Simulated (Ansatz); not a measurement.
Program: Ansatz. Geometries: PBE0-D4/def2-TZVP. ΔE: electronic, gas phase. CBS: MP2 limit from def2 TZ/QZ plus the TZ coupled-cluster correction, frozen cores. This one scheme is used for every species. DFT in def2-TZVPP. One conformer a species, not always the lowest.

`OC[SiH2]S` → CH₃OH + `[SiH]S`  (silylene formation by 1,1-elimination)

```csv
level,ΔE (kJ/mol)
RPA@PBE/def2-TZVPP,130.6
MP2/def2-TZVPP,162.1
```

Problem. What does CCSD(T)/CBS give? (An estimate is asked.)

Solution. Ansatz gave: +151.2 kJ/mol. The listed levels differ from it by -20.6, 10.9 kJ/mol.

Largest T1 diagnostic among the species: 0.016.

The D4 term adds +14.7 kJ/mol with B3LYP and +8.1 kJ/mol with PBE0; it sums over pairs of atoms, weighted by their polarisabilities, and B3LYP, whose exchange is more repulsive, gets the larger term. From BLYP to BHLYP (50 % exact exchange), in def2-TZVPP and without D4, ΔE moves by +34.3 kJ/mol. At CCSD(T), def2-SVP lies −16.5 kJ/mol from the extrapolated value and def2-TZVPP −5.2 kJ/mol.

B3LYP here is the variant with VWN-RPA as its local correlation; programs differ in this.
